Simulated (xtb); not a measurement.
silylphosphine (H5PSi), singlet, geometry from GFN2-xTB, atoms displaced at random by about 0.02 Å a coordinate. Base run: GFN2-xTB run with xtb.

The xtb input:
```
$ xtb mol.xyz --gfn 2 --opt --json

# file mol.xyz
7

Si    -1.04248276     0.12009127     0.20336160
P      1.07924014    -0.04732682    -0.35981122
H     -1.76859579    -0.89653599    -0.52743598
H     -1.48039290     1.49637665    -0.14349477
H     -1.29493308    -0.18277951     1.61456662
H      1.35130976    -1.27684313     0.34089309
H      1.56866828     0.66291718     0.71977476
```

Each row names what was changed in the base input (with any setting that the change needs).

```tsv
change	ΔE vs base (kJ/mol)	optimiser steps
base	0.00	9
engine = lbfgs	0.00	-
alpb = water	1.43	9
opt level = extreme	0.00	11
opt level = sloppy	0.13	4
engine = inertial	0.02	-
opt level = lax	0.00	7
alpb = benzene	[?]	9
opt level = vtight	0.00	10
opt level = loose	0.01	5
```

Some entries are withheld; supply them.


- alpb = benzene, ΔE vs base (kJ/mol): -8.97
